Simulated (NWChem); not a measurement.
System: CH7NSi; SMILES [SiH2](C)N

Input file for NWChem:

```
start job
memory heap 200 mb stack 900 mb global 1100 mb
geometry units angstroms noautoz
  Si    -0.475948     0.066107     0.000000
  C      0.449887    -1.583578     0.000000
  N      0.478052     1.522607     0.000000
  H     -1.331693     0.120972     1.218600
  H     -1.331693     0.120972    -1.218600
  H      1.086897    -1.691274    -0.886133
  H      1.086897    -1.691274     0.886133
  H     -0.262413    -2.419104     0.000000
  H      0.999992     1.774176    -0.831409
  H      0.999992     1.774176     0.831409
end
basis spherical
  * library 6-31g*
end
dft
  xc optx lyp
  iterations 150
  mulliken
end
task dft energy
```

Output (shortened):

```
             Northwest Computational Chemistry Package (NWChem) 7.3.0
             --------------------------------------------------------

 CS  symmetry detected

                             Geometry "geometry" -> ""
                             -------------------------

 Output coordinates in angstroms (scale by  1.889725989 to convert to a.u.)

  No.       Tag          Charge          X              Y              Z
 ---- ---------------- ---------- -------------- -------------- --------------
    1 Si                  14.0000    -0.49542904     0.05628587     0.00000000
    2 C                    6.0000     0.45607241    -1.57872974     0.00000000
    3 N                    7.0000     0.43569385     1.52751611     0.00000000
    4 H                    1.0000    -1.35192692     0.09777150     1.21860000
    5 H                    1.0000    -1.35192692     0.09777150    -1.21860000
    6 H                    1.0000     1.09468759    -1.67645808    -0.88613300
    7 H                    1.0000     1.09468759    -1.67645808     0.88613300
    8 H                    1.0000    -0.24308390    -2.42528477     0.00000000
    9 H                    1.0000     0.95363886     1.78721071    -0.83140900
   10 H                    1.0000     0.95363886     1.78721071     0.83140900

 Effective nuclear repulsion energy (a.u.)     115.3900659322

      Symmetry information
      --------------------

 Group name             Cs
 Group number              2
 Group order               2
 No. of unique centers     7

                                 NWChem DFT Module
                                 -----------------

 Summary of "ao basis" -> "ao basis" (spherical)
 ------------------------------------------------------------------------------
       Tag                 Description            Shells   Functions and Types
 ---------------- ------------------------------  ------  ---------------------
 Si                          6-31g*                  8       18   4s3p1d
 C                           6-31g*                  6       14   3s2p1d
 N                           6-31g*                  6       14   3s2p1d
 H                           6-31g*                  2        2   2s

      Symmetry analysis of basis
      --------------------------

        a'         41
        a"         19

            General Information
            -------------------
          SCF calculation type: DFT
          Wavefunction type:  closed shell.
          No. of atoms     :    10
          No. of electrons :    34
           Alpha electrons :    17
            Beta electrons :    17
          Charge           :     0
          Spin multiplicity:     1
          Use of symmetry is: on ; symmetry adaption is: on
          Maximum number of iterations: 150
          AO basis - number of functions:    60
                     number of shells:    34
          Convergence on energy requested:  1.00D-06
          Convergence on density requested:  1.00D-05
          Convergence on gradient requested:  5.00D-04

              XC Information
              --------------
                        Slater Exchange Functional  1.052 local
                      OPTX     Exchange Functional  1.432 non-local
              Lee-Yang-Parr Correlation Functional  1.000

             Grid Information
             ----------------
          Grid used for XC integration:  medium
          Radial quadrature: Mura-Knowles
          Angular quadrature: Lebedev.
          Tag              B.-S. Rad. Rad. Pts. Rad. Cut. Ang. Pts.
          ---              ---------- --------- --------- ---------
          Si                  1.10       88           8.0       590
          C                   0.70       49          10.0       434
          N                   0.65       49          10.0       434
          H                   0.35       45          11.0       434
          Grid pruning is: on
          Number of quadrature shells:   366
          Spatial weights used:  Erf1

      Superposition of Atomic Density Guess
      -------------------------------------

 Sum of atomic energies:        -384.25892769

      Non-variational initial energy
      ------------------------------

 Total energy =    -385.779690
 1-e energy   =    -756.874636
 2-e energy   =     255.704880
 HOMO         =      -0.326836
 LUMO         =       0.066539

      Symmetry analysis of molecular orbitals - initial
      -------------------------------------------------

  Numbering of irreducible representations:

     1 a'          2 a"

  Orbital symmetries:

     1 a'          2 a'          3 a'          4 a'          5 a'
     6 a"          7 a'          8 a'          9 a'         10 a'
    11 a"         12 a'         13 a"         14 a'         15 a'
    16 a"         17 a'         18 a'         19 a'         20 a"
    21 a'         22 a"         23 a'         24 a'         25 a"
    26 a'         27 a'

     ---------------------------------------------
      Total Density - Mulliken Population Analysis
     ---------------------------------------------

    Atom       Charge   Shell Charges
 -----------   ------   -------------------------------------------------------
    1 Si  14    13.25   2.00  2.00  5.97  0.93  1.53  0.25  0.39  0.18
    2 C    6     7.01   2.00  0.72  2.11  0.72  1.43  0.02
    3 N    7     8.23   2.00  0.82  2.67  0.83  1.90  0.01
    4 H    1     1.08   0.48  0.60
    5 H    1     1.08   0.48  0.60
    6 H    1     0.75   0.45  0.29
    7 H    1     0.75   0.45  0.29
    8 H    1     0.74   0.45  0.29
    9 H    1     0.56   0.41  0.15
   10 H    1     0.56   0.41  0.15

[...]
```

Level: OLYP/6-31G* (spherical d). The geometry was optimised at B3LYP/6-31G* (spherical d).
